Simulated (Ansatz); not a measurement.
Born–Oppenheimer molecular dynamics of BF$_{2}$HO (5 atoms, charge 0, multiplicity 1). It starts from a relaxed structure.

All numbers below come from RKS PBE0/def2-SVP (Ansatz).

```yaml
ensemble: NVE (velocity Verlet)
time_step: 1 fs
steps_asked: 166
starting_velocities_drawn_for: 3000 K
seed: 194962
```

First frame:

```xyz
5
Properties=species:S:1:pos:R:3
B 0.006 -0.080 -0.057
F -0.048 -0.124 1.269
F 1.158 0.215 -0.625
O -1.069 -0.326 -0.822
H -1.856 -0.531 -0.308
```

Q: How far do the bonds stretch over the last three quarters of this one trajectory? (Pairs bonded in most of those frames.)

A: 
```csv
bond,mean (Å),spread (Å),shortest,longest
B1–F2,1.341,0.073,1.22,1.46
B1–F3,1.341,0.069,1.23,1.47
B1–O4,1.344,0.022,1.30,1.39
O4–H5,0.972,0.042,0.89,1.04
```

Mean temperature of the second half: 1430 K. The conserved energy stayed within 3.5 meV per atom of its start (net change -0.21 meV per atom), so the integration is sound. Over the second half the temperature averaged 0.48 of the 3000 K drawn at the start: a run that starts near a minimum puts about half its kinetic energy into the potential. A run of 0.17 ps of so small a system gives no equilibrium averages.

Time of the run: 3.5 min on 1 thread of Arm Neoverse V1, on a shared host, peak memory 0.1 GiB.
